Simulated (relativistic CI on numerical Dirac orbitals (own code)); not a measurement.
Ligand-field terms of d6

Computed with a parametric ligand-field model of a d^n configuration (Racah B and C, spin-orbit zeta, crystal field), exact diagonalisation.

Field parameters in Wybourne normalisation: Oh B⁴₀ = 21Dq, B⁴₄ = √(5/14) B⁴₀. The field is a parameter set, without covalency.

B = 310 cm⁻¹, C = 1360 cm⁻¹ (C/B = 4.39), Oh, no spin-orbit coupling. Tanabe-Sugano data, E/B above the lowest term (Δ = |10Dq|; b, c mark the second and third term of a kind):

| Δ/B | 5T2 | 5E | 3T1 | 3T2 | 3T1(b) | 1A1 | 1T1 |
| --- | --- | --- | --- | --- | --- | --- | --- |
| 1.0 | 0.00 | 1.00 | 21.31 | 21.61 | 22.25 | 31.51 | 31.92 |
| 3.0 | 0.00 | 3.00 | 20.22 | 21.38 | 22.61 | 28.57 | 30.44 |
| 5.0 | 0.00 | 5.00 | 18.69 | 20.80 | 22.63 | 25.16 | 28.73 |
| 7.0 | 0.00 | 7.00 | 17.01 | 19.93 | 22.64 | 21.59 | 26.93 |
| 9.0 | 0.00 | 9.00 | 15.25 | 18.83 | 22.64 | 17.93 | 25.09 |
| 11.0 | 0.00 | 11.00 | 13.44 | 17.55 | 22.65 | 14.21 | 23.22 |
| 13.0 | 0.00 | 13.00 | 11.60 | 16.15 | 22.66 | 10.45 | 21.33 |
| 15.0 | 0.00 | 15.00 | 9.75 | 14.65 | 22.67 | 6.65 | 19.42 |
| 17.0 | 0.00 | 17.00 | 7.87 | 13.07 | 22.67 | 2.83 | 17.50 |
| 19.0 | 1.01 | 20.01 | 6.99 | 12.44 | 23.69 | 0.00 | 16.58 |
| 21.0 | 4.86 | 25.86 | 8.94 | 14.62 | 27.55 | 0.00 | 18.50 |
| 23.0 | 8.73 | 31.73 | 10.90 | 16.76 | 31.42 | 0.00 | 20.43 |
| 25.0 | 12.61 | 37.61 | 12.86 | 18.89 | 35.31 | 0.00 | 22.36 |
| 27.0 | 16.50 | 43.50 | 14.83 | 20.99 | 39.20 | 0.00 | 24.30 |
| 29.0 | 20.40 | 49.40 | 16.79 | 23.09 | 43.11 | 0.00 | 26.24 |
| 31.0 | 24.31 | 55.31 | 18.76 | 25.17 | 47.02 | 0.00 | 28.18 |
| 33.0 | 28.23 | 61.23 | 20.74 | 27.24 | 50.94 | 0.00 | 30.13 |
| 35.0 | 32.15 | 67.15 | 22.71 | 29.30 | 54.86 | 0.00 | 32.09 |
| 37.0 | 36.07 | 73.07 | 24.68 | 31.35 | 58.79 | 0.00 | 34.04 |
| 39.0 | 40.00 | 79.00 | 26.66 | 33.40 | 62.72 | 0.00 | 36.00 |
| 41.0 | 43.94 | 84.94 | 28.64 | 35.45 | 66.66 | 0.00 | 37.96 |
| 43.0 | 47.88 | 90.88 | 30.62 | 37.48 | 70.60 | 0.00 | 39.93 |
| 45.0 | 51.82 | 96.82 | 32.60 | 39.52 | 74.55 | 0.00 | 41.89 |
| 47.0 | 55.77 | 102.77 | 34.58 | 41.55 | 78.49 | 0.00 | 43.86 |

The ground term changes from 5T2 to 1A1 between Δ/B = 17.0 and 19.0.
